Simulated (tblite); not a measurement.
Species: C4H5F2N2Si (doublet state).
Numbering: `[N:1]=[CH:2][C:3]([F:4])([F:5])[CH2:6][SiH2:7][C:8]#[N:9]` (hydrogens: H10 on C2; H11, H12 on C6; H13, H14 on Si7)

Structure optimised with GFN2-xTB, isolated species. This method treats the open shell by occupation alone, without spin polarisation.

Q: Give the optimised bond lengths and angles.

A: 
| bond | length (Å) |
| --- | --- |
| N1=C2 | 1.214 |
| C2–C3 | 1.546 |
| C3–F4, C3–F5 | 1.362 |
| C3–C6 | 1.504 |
| C6–Si7 | 1.915 |
| Si7–C8 | 1.872 |
| C8≡N9 | 1.145 |
| C2–H10 | 1.095 |
| C6–H11, C6–H12 | 1.091 |
| Si7–H13, Si7–H14 | 1.461 |

Bonds in one row agree within 0.01 Å and their mean is given. A selection of angles:
| angle | degrees |
| --- | --- |
| N1–C2–C3 | 124.5 |
| C2–C3–F4 | 107.5 |
| C2–C3–C6 | 112.6 |
| F4–C3–F5 | 104.8 |
| F4–C3–C6 | 111.6 |
| C3–C6–Si7 | 111.9 |
| C6–Si7–C8 | 105.1 |
| Si7–C8–N9 | 179.3 |

Dihedral angles: N1–C2–C3–F4 89° (synclinal); C2–C3–C6–Si7 67° (synclinal); C3–C6–Si7–C8 83° (synclinal). The mirror-image conformer, all signs reversed, is as good.

C2 (carbon bonded to C, N and H) is planar (angles 124.7°, 124.5° and 110.8°, sum 360.0°, 0.01 Å off the plane of its three neighbours). The C–Si distances run from 1.872 Å (Si7–C8, drawn single) to 1.915 Å (C6–Si7, drawn single), a spread of 0.043 Å. Of the pairs four or more bonds apart, N1···Si7 is among the closest relative to their van der Waals radii: 3.05 Å, 84 % of the sum of Bondi's values. The 2 C–C bonds span 1.504 Å (C3–C6, drawn single) to 1.546 Å (C2–C3, drawn single), a spread of 0.042 Å. Si7 (silicon bonded to 2 C and 2 H) is distorted tetrahedral (angles from 105.1° to 115.9°). The 2 C–N bonds span 1.145 Å (C8≡N9, drawn triple) to 1.214 Å (N1=C2, drawn double), a spread of 0.069 Å.

Point group: C1 (no symmetry element, even within 0.4 Å). GFN2-xTB frequencies show an imaginary mode (21i cm⁻¹), so the point is no minimum at that level.

Time: 0.51 s wall. Hardware: one thread of an Arm Neoverse V2, shared host. These figures are those of the optimisation.

These are computed values.
